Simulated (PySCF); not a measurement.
Gas-phase reaction: Au2 + F2 ⇌ 2 AuF

Method: PySCF energies plus ideal-gas RRHO corrections (1 bar). † marks an energy on the PBE0/def2-TZVP geometry and frequencies. CCSD(T) freezes the core. All species are closed-shell singlets. Au: scalar-relativistic def2 core potential, no spin-orbit coupling. CCSD(T) isn't extrapolated to the basis-set limit. Warning, large T1 diagnostic: Au2, AuF (CCSD(T)/def2-SVP†).

ωB97X-V/def2-TZVP† gives ΔH°(298 K) = -229 kJ.

Problem. What do CCSD(T)/def2-SVP†, ωB97M-V/def2-TZVP†, HF/def2-TZVP† give?

Solution. CCSD(T)/def2-SVP†: -168 kJ; ωB97M-V/def2-TZVP†: -224 kJ; HF/def2-TZVP†: -266 kJ. For scale, ΔH°(298 K) is -229 kJ at this level, -224 kJ at ωB97M-V/def2-TZVP†, and runs from -266 to -130 kJ over the 18 levels computed.
